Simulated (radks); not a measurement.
Results of a calculation; reference values are marked as such.
Xe12+, 42 electrons, occupied as [Ar] 3d10 4s2 4p(1/2: 1, 3/2: 4) 4d(3/2: 4, 5/2: 3) (not the ground configuration). Code: a radial shooting solver on a logarithmic mesh with Libxc functionals. Model: Dirac Kohn-Sham, BLYP, spin-unpolarised, spherical densities, finite nucleus; Fermi nuclear charge, rms radius 4.7859 fm.

Spin-orbit splittings of the eigenvalues, e(l+1/2) - e(l-1/2), with zeta = 2 splitting/(2l+1) and mean radii in bohr:

shell  occ.  splitting (eV)  zeta (eV)  <r> j=l-1/2  <r> j=l+1/2
2p        6           325.0      216.7      0.09617       0.1019
3p        6           62.05      41.36       0.2954       0.3070
3d       10           13.16      5.263       0.2775       0.2812
4p        5           13.75      9.168       0.7128       0.7357
4d        7           2.498     0.9991       0.7832       0.7904
